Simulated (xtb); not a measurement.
A run for xtb: GFN2-xTB on CH6GeO2 (SMILES C[O][GeH2][OH]), a point of a torsion scan.

```
$ xtb mol.xyz --gfn 2 --sp --chrg 0 --uhf 0
10

C      1.64009464    -0.16637100    -0.06665801
O      0.62225886     0.79941379     0.10549992
Ge    -1.07846800     0.52787389     0.26656501
O     -1.57375065    -0.28001688    -1.19930199
H      2.57626339     0.37770414    -0.20096355
H      1.72623739    -0.81489308     0.80827652
H      1.45538430    -0.78451828    -0.94756543
H     -1.43214006    -0.35711542     1.44261361
H     -1.58477110     1.93096767     0.33328315
H     -2.48148893    -0.55704476    -1.29134307
```

Question: What total energy does the run end on?

Answer: -15.2894 hartree.
